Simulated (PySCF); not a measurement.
# SMILES C1=CC=C(C(=C)C)C=C1, C9H10

Geometry:
```json
{"atom": "C1", "x (Å)": "-2.010", "y (Å)": "-1.033", "z (Å)": "1.440"}
{"atom": "C2", "x (Å)": "-1.588", "y (Å)": "-0.413", "z (Å)": "0.327"}
{"atom": "C3", "x (Å)": "-2.571", "y (Å)": "0.079", "z (Å)": "-0.697"}
{"atom": "C4", "x (Å)": "-0.147", "y (Å)": "-0.171", "z (Å)": "0.067"}
{"atom": "C5", "x (Å)": "0.271", "y (Å)": "0.891", "z (Å)": "-0.749"}
{"atom": "C6", "x (Å)": "1.624", "y (Å)": "1.133", "z (Å)": "-0.981"}
{"atom": "C7", "x (Å)": "2.592", "y (Å)": "0.310", "z (Å)": "-0.412"}
{"atom": "C8", "x (Å)": "2.194", "y (Å)": "-0.762", "z (Å)": "0.387"}
{"atom": "C9", "x (Å)": "0.843", "y (Å)": "-1.001", "z (Å)": "0.618"}
{"atom": "H10", "x (Å)": "-3.074", "y (Å)": "-1.220", "z (Å)": "1.609"}
{"atom": "H11", "x (Å)": "-1.320", "y (Å)": "-1.354", "z (Å)": "2.224"}
{"atom": "H12", "x (Å)": "-2.589", "y (Å)": "1.180", "z (Å)": "-0.740"}
{"atom": "H13", "x (Å)": "-2.310", "y (Å)": "-0.276", "z (Å)": "-1.707"}
{"atom": "H14", "x (Å)": "-3.590", "y (Å)": "-0.258", "z (Å)": "-0.460"}
{"atom": "H15", "x (Å)": "-0.469", "y (Å)": "1.552", "z (Å)": "-1.203"}
{"atom": "H16", "x (Å)": "1.921", "y (Å)": "1.973", "z (Å)": "-1.613"}
{"atom": "H17", "x (Å)": "3.653", "y (Å)": "0.495", "z (Å)": "-0.598"}
{"atom": "H18", "x (Å)": "2.942", "y (Å)": "-1.428", "z (Å)": "0.824"}
{"atom": "H19", "x (Å)": "0.546", "y (Å)": "-1.862", "z (Å)": "1.220"}
```

Method used: PySCF, quadratic response CAM-B3LYP/aug-cc-pVDZ first hyperpolarisability, Taylor convention, gas phase. Geometry: PBE0-D3(BJ)/def2-SVP.

Question: What is the first hyperpolarisability, and how does it disperse?

Answer: In au, Taylor convention; the vector part is βᵢ = ⅓ Σⱼ (βᵢⱼⱼ + βⱼᵢⱼ + βⱼⱼᵢ); β∥ is 3/5 of the vector part along the dipole, the dipole points from − to +:
| process | λ (nm) | β vector norm | β∥ | β HRS | depolarisation ratio |
| --- | --- | --- | --- | --- | --- |
| static β(0;0,0) | ∞ | 46.2 | 26.4 | 22.7 | 3.26 |
| second harmonic β(−2ω;ω,ω) | 1907 | 51.2 | 29.0 | 24.8 | 3.36 |
| Pockels β(−ω;ω,0) | 1907 | 47.8 | 27.2 | – | – |
| second harmonic β(−2ω;ω,ω) | 1064 | 66.0 | 36.4 | 31.1 | 3.55 |
| Pockels β(−ω;ω,0) | 1064 | 51.6 | 29.2 | – | – |

Question: Which lowest excitations, dipole and polarisabilities go with it?

Answer: S1 5.09 eV (f = 0.108); S2 5.14 eV (f = 0.202); S3 5.82 eV (f = 0.005); dipole 0.34 D; isotropic α 109.9 au static, 110.4 au at 1907 nm, 111.5 au at 1064 nm, 112.0 au at 953.5 nm, 117.1 au at 532 nm.
